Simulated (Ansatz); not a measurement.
Molecule: ICl (charge 0, singlet). 
Structure (B3LYP-D3(BJ)/def2-TZVP (Ansatz, a program for electronic structure) minimum search):
SMILES: ClI
```xyz
2

Cl     0.0000     0.0000    -1.7753
I      0.0000     0.0000     0.5694
```

Parts of the frozen-core correlation energy in def2-SVP (Ansatz, hartree). Frozen orbitals: 14; correlated occupied orbitals by spin: 7 and 7; virtual: 23 and 23. No spin-orbit coupling. Past Kr the def2 sets carry scalar-relativistic core potentials.

```json
[
 {"term": "reference (HF)", "value": "-755.99195"},
 {"term": "MP2 opposite-spin", "value": "-0.16917"},
 {"term": "MP2 same-spin", "value": "-0.05961"},
 {"term": "CCSD correlation", "value": "-0.25242"},
 {"term": "(T)", "value": "-0.00541"},
 {"term": "CCSDT minus CCSD(T)", "value": "-0.00046"},
 {"term": "T1 diagnostic", "value": "0.009"},
 {"term": "largest doubles amplitude", "value": "0.115"}
]
```
